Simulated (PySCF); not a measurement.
CH7BGe, CH4BClGe, CH7BGeN (calculated)

All values are calculated (PySCF 2.14.0). Calculation on a computer-drawn molecule: the log of a Hartree-Fock and frozen-core CCSD(T) single point meant for a local Hartree-Fock minimum, with one planted fault or none, to be diagnosed. Offsets are logged minus clean, where the clean run is the same molecule without the fault. The reference is restricted for singlets and unrestricted otherwise, and also for a bond in bohr or an excited solution. Adding or removing an electron swaps singlet and doublet. The excited solution moves the top pair (singlet) or top alpha electron (doublet) to the lowest empty orbital. Highest occupied and lowest empty are orbital energies over both spins, largest force is the largest gradient component, triples share is (T) over the correlation energy, the T1 limit is 0.02 restricted and 0.045 unrestricted, electrons count all cores, a negative frequency is imaginary (commonest isotopes), and the dipole is about the centre of nuclear charge; on germanium a core potential holds 10 electrons, which the energies leave out, and 3d is frozen in MP2 and coupled-cluster steps.

Common to all runs: meant multiplicity 1; meant basis and core potential on germanium cc-pVDZ-PP ECP10MDF; logged SCF converged yes; logged CC converged yes; logged SCF stable within its kind yes; possible faults no fault, one electron removed, one electron added, multiplicity raised by two, geometry at a saddle point, SCF held on an excited solution, minimal basis STO-3G, one bond length entered in bohr, all coordinates scaled.

(1) 
```xyz
10
formula=CH7BGe meant_charge=0 meant_basis=cc-pVDZ logged_electrons=50 logged_basis_functions=86 logged_spin_squared=2.012 logged_highest_occupied=-6.8264 logged_lowest_empty=-1.5138 logged_largest_force=0.05852 logged_T1_diagnostic=0.016655 logged_D1_diagnostic=0.082472 logged_triples_share=0.026452 logged_dipole_magnitude=1.9291 logged_energy_HF=-359.84681 logged_energy_CCSD(T)=-360.2365 planted_fault=multiplicity_raised_by_two HF_energy_offset_from_clean_run=84.33 CCSD(T)_energy_offset_from_clean_run=88.23
C     -0.7939    -0.3263    -0.2203
B      0.5713    -0.5004     0.5396
Ge     0.8355    -0.1314     2.5850
H     -0.6717    -0.0222    -1.2632
H     -1.5218     0.3223     0.2700
H     -1.2341    -1.3368    -0.2475
H      1.5245    -0.9118    -0.0689
H      1.7783     1.0694     2.7788
H      1.4825    -1.3322     3.2941
H     -0.4771     0.1923     3.3178
```

Units: logged_highest_occupied, logged_lowest_empty in eV; logged_largest_force in hartree/bohr; logged_dipole_magnitude in debye; logged_energy_HF, logged_energy_CCSD(T) in hartree; HF_energy_offset_from_clean_run, CCSD(T)_energy_offset_from_clean_run in kcal/mol.

Drawn bonds:
```tsv
atom	other atom	order
1	2	1
2	3	1
1	4	1
1	5	1
1	6	1
2	7	1
3	8	1
3	9	1
3	10	1
```

(2) 
```xyz
8
formula=CH4BClGe meant_charge=0 meant_basis=cc-pV(D+d)Z logged_electrons=65 logged_basis_functions=94 logged_spin_squared=0.7634 logged_highest_occupied=-1.0841 logged_lowest_empty=7.4209 logged_largest_force=0.02041 logged_T1_diagnostic=0.016668 logged_D1_diagnostic=0.071573 logged_triples_share=0.029758 logged_dipole_magnitude=4.5801 logged_energy_HF=-817.78689 logged_energy_CCSD(T)=-818.30384 planted_fault=one_electron_added HF_energy_offset_from_clean_run=-7.929 CCSD(T)_energy_offset_from_clean_run=-14.18
C     -0.7622     1.7624     0.0200
B     -1.2925     2.1151    -1.4176
Cl    -0.7734     3.6829    -2.1306
Ge    -2.4719     0.9747    -2.7527
H      0.3023     1.5082    -0.0687
H     -0.8244     2.6224     0.6927
H     -1.2688     0.9111     0.4797
H     -3.7961     1.6370    -2.1867
```

Units: logged_highest_occupied, logged_lowest_empty in eV; logged_largest_force in hartree/bohr; logged_dipole_magnitude in debye; logged_energy_HF, logged_energy_CCSD(T) in hartree; HF_energy_offset_from_clean_run, CCSD(T)_energy_offset_from_clean_run in kcal/mol.

Drawn bonds:
```tsv
atom	other atom	order
1	2	1
2	3	1
2	4	1
1	5	1
1	6	1
1	7	1
4	8	1
```

(3) 
```xyz
11
formula=CH7BGeN meant_charge=1 meant_basis=cc-pVDZ logged_electrons=56 logged_basis_functions=100 logged_spin_squared=0.8965 logged_highest_occupied=-14.739 logged_lowest_empty=-5.7313 logged_largest_force=0.011831 logged_T1_diagnostic=0.031014 logged_D1_diagnostic=0.12986 logged_triples_share=0.032972 logged_dipole_magnitude=1.1567 logged_energy_HF=-414.1513 logged_energy_CCSD(T)=-414.67597 planted_fault=one_bond_length_entered_in_bohr,row_9_of_the_drawn_bonds HF_energy_offset_from_clean_run=60.41 CCSD(T)_energy_offset_from_clean_run=70.06
C     -0.9768     2.2375    -1.8164
B     -1.1903     1.1476    -0.7143
N     -2.1504     0.1725    -0.6429
Ge     0.1930     1.1381     0.9403
H     -1.0368     3.2455    -1.3934
H     -1.7233     2.1606    -2.6096
H      0.0133     2.1481    -2.2752
H     -2.8468     0.0846    -1.3617
H     -2.2565    -0.5093     0.0810
H      0.1050    -0.6952     3.1644
H      1.3593     2.1049     1.0964
```

Units: logged_highest_occupied, logged_lowest_empty in eV; logged_largest_force in hartree/bohr; logged_dipole_magnitude in debye; logged_energy_HF, logged_energy_CCSD(T) in hartree; HF_energy_offset_from_clean_run, CCSD(T)_energy_offset_from_clean_run in kcal/mol.

Drawn bonds:
```tsv
atom	other atom	order
1	2	1
2	3	1
2	4	1
1	5	1
1	6	1
1	7	1
3	8	1
3	9	1
4	10	1
4	11	1
```

(4) 
```xyz
11
formula=CH7BGeN meant_charge=1 meant_basis=cc-pVDZ logged_electrons=56 logged_basis_functions=100 logged_spin_squared=0 logged_highest_occupied=-16.562 logged_lowest_empty=-5.5866 logged_largest_force=0.080413 logged_T1_diagnostic=0.012199 logged_D1_diagnostic=0.046193 logged_triples_share=0.025725 logged_dipole_magnitude=1.5388 logged_energy_HF=-414.1564 logged_energy_CCSD(T)=-414.68118 planted_fault=all_coordinates_scaled,by_-8.6_% HF_energy_offset_from_clean_run=57.21 CCSD(T)_energy_offset_from_clean_run=66.79
C     -0.8928     2.0451    -1.6602
B     -1.0879     1.0489    -0.6528
N     -1.9655     0.1577    -0.5876
Ge     0.1764     1.0402     0.8594
H     -0.9476     2.9664    -1.2735
H     -1.5751     1.9748    -2.3851
H      0.0122     1.9634    -2.0795
H     -2.6020     0.0773    -1.2446
H     -2.0624    -0.4655     0.0740
H      0.1338     0.1535     1.9352
H      1.2424     1.9239     1.0021
```

Units: logged_highest_occupied, logged_lowest_empty in eV; logged_largest_force in hartree/bohr; logged_dipole_magnitude in debye; logged_energy_HF, logged_energy_CCSD(T) in hartree; HF_energy_offset_from_clean_run, CCSD(T)_energy_offset_from_clean_run in kcal/mol.

Drawn bonds:
```tsv
atom	other atom	order
1	2	1
2	3	1
2	4	1
1	5	1
1	6	1
1	7	1
3	8	1
3	9	1
4	10	1
4	11	1
```
